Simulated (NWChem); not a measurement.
# GaHOCl₂; SMILES [OH][Ga]([Cl])[Cl]

```xyz
5

Ga    -0.2864    -0.0375     0.0000
Cl     0.7232     1.8650     0.0000
Cl     0.8441    -1.8526     0.0000
O     -2.0678    -0.1363     0.0000
H     -2.4608     0.7523     0.0000
```
Atoms are numbered in this order, from 1.

Coordinates come from a B3LYP/6-31G* (spherical d) optimisation.

Give the principal values of the shielding tensors (ppm) of Ga1, Cl2, Cl3, O4 from KT2/pcSseg-1, GIAO (NWChem), with their diamagnetic and paramagnetic parts as GIAO splits them.


```
atom     σ11     σ22     σ33  isotropic  diamagnetic  paramagnetic
----  ------  ------  ------  ---------  -----------  ------------
Ga1   1169.3  1511.9  1580.4     1420.5       2645.6       -1225.1
Cl2    680.0   785.9  1042.9      836.2       1150.2        -314.0
Cl3    726.9   825.4  1053.0      868.4       1150.2        -281.7
O4      97.4   239.0   297.0      211.1        391.0        -179.9
```
